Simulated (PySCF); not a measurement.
C8H9O (doublet state).
Numbering: `[CH:1]#[C:2][C:3]#[C:4][CH2:5][C@@H:6]([OH:7])[CH2:8][CH2:9]` (hydrogens: H10 on C1; H11, H12 on C5; H13 on C6; H14 on O7; H15, H16 on C8; H17, H18 on C9)

Geometry (GFN2-xTB, Å), atoms numbered from 1 in this order:
```
atom  x, y, z in Å
C1     2.2843    1.5949    3.4843
C2     2.0107    1.0182    2.4631
C3     1.6926    0.3733    1.3100
C4     1.4129   -0.1995    0.2852
C5     1.0552   -0.8688   -0.9411
C6    -0.1244   -0.1701   -1.6539
O7    -0.3279   -0.7236   -2.9314
C8    -1.3900   -0.2310   -0.7865
C9    -2.5447    0.4271   -1.4210
H10    2.5266    2.0969    4.3717
H11    0.7840   -1.9086   -0.7223
H12    1.9156   -0.8756   -1.6173
H13    0.1379    0.8772   -1.8396
H14   -0.6900   -1.6121   -2.8310
H15   -1.1764    0.2193    0.1903
H16   -1.6181   -1.2931   -0.5817
H17   -3.4229    0.6472   -0.8477
H18   -2.5345    0.6346   -2.4722
```

The hyperfine couplings belong to this conformer and change with its torsions.

The calculation used PySCF 2.14.0, UKS B3LYP, pcH-1 on C H O, non-relativistic, mean-field spin-orbit, GIAO. The structure is a single GFN2-xTB conformer in the gas phase; no vibrational or solvent corrections. GFN2-xTB frequencies show an imaginary mode (24i cm⁻¹), so this geometry is no minimum at that level. The geometry wasn't refined by DFT: couplings that depend on bond lengths, twists or pyramidal angles can differ widely from those at the functional's own minimum. No stability test was run, so a lower SCF solution isn't excluded.

Q: Predict the first-order ENDOR lines of C9, C8, C6, H16, H15, H17/H18, H13 and H12 under fast tumbling at B = 3350.7 mT (W band).

A: For S = 1/2 in fast tumbling each set of equivalent nuclei gives two lines, ν± = |νn ± a/2| to first order, with νn = g_N μN B/h and μN/h = 7.62259 MHz/T.

```csv
nuclei,isotope,g_N,νn (MHz),a_iso (MHz),lower line (MHz),upper line (MHz)
C9,13C,1.4048,35.88,88.36,8.30,80.06
C8,13C,1.4048,35.88,-33.45,19.16,52.61
C6,13C,1.4048,35.88,8.95,31.41,40.35
H16,1H,5.5857,142.66,142.10,71.62,213.71
H15,1H,5.5857,142.66,73.90,105.71,179.61
H17/H18,1H,5.5857,142.66,-64.39,110.47,174.86
H13,1H,5.5857,142.66,-1.70,141.81,143.52
H12,1H,5.5857,142.66,-0.62,142.35,142.97
```

The rows for 13C, of low natural abundance, apply to labelled samples.

Q: Which pairs are centred on the nuclear Larmor frequency, and which on half the coupling?

A: Centred on νn, since |a| < 2νn: C8, C6, H16, H15, H17/H18, H13 and H12. Centred on |a|/2 and split by 2νn: C9.

Class means assume fast exchange of nuclei equivalent by connectivity; if that motion is slow, each nucleus keeps its own coupling.
